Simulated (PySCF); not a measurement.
C2H7NSn, neutral, multiplicity 1. Atoms are numbered in the order given.

```xyz
11

Sn     0.0304    -0.8863     0.0000
H     -1.7662    -0.9683     0.0000
N     -0.0110     1.1783     0.0000
C      1.2187     1.9439     0.0000
C     -1.1898     2.0191     0.0000
H      1.2916     2.6023     0.8895
H      1.2916     2.6023    -0.8895
H      2.0978     1.2805     0.0000
H     -1.2149     2.6820    -0.8893
H     -1.2149     2.6820     0.8893
H     -2.1029     1.4092     0.0000
```

Geometry: B3LYP-D3(BJ)/def2-SVP. The structure was generated by enumeration; whether it is a known compound was not checked. The def2 effective core potentials stand for the cores of Sn; spin–orbit coupling is left out.

Calculation: TDDFT-PBE/def2-SVPD run with PySCF.

Vertical excitations.  State labels are in the subgroup Cs.

Give excitation energies, oscillator strengths and character. (The exact figures need the calculation; the answer reports its results.)


```tsv
state	symmetry	energy (eV)	λ (nm)	f	main pairs
S1	A"	3.16	392	0.016	HOMO−1→LUMO 99 %
S2	A'	3.60	345	0.132	HOMO→LUMO 98 %
S3	A"	4.70	264	0.002	HOMO→LUMO+1 96 %
S4	A"	4.91	252	0.006	HOMO−2→LUMO 95 %
S5	A'	5.18	239	0.100	HOMO−1→LUMO+1 86 %
S6	A"	5.34	232	0.000	HOMO→LUMO+2 98 %
S7	A'	5.48	226	0.129	HOMO−1→LUMO+2 93 %
S8	A"	5.93	209	0.002	HOMO→LUMO+3 99 %
S9	A"	6.29	197	0.001	HOMO−3→LUMO 99 %
S10	A'	6.30	197	0.136	HOMO−1→LUMO+3 71 %, HOMO−1→LUMO+4 13 %
T1	A'	2.19	566	0	HOMO→LUMO 100 %
T2	A"	2.38	521	0	HOMO−1→LUMO 99 %
T3	A'	4.27	290	0	HOMO−1→LUMO+1 97 %
T4	A"	4.41	281	0	HOMO→LUMO+1 59 %, HOMO−2→LUMO 40 %
```
Triplets are in the Tamm–Dancoff approximation, which puts them higher than full response would, so one can lie above its singlet here.
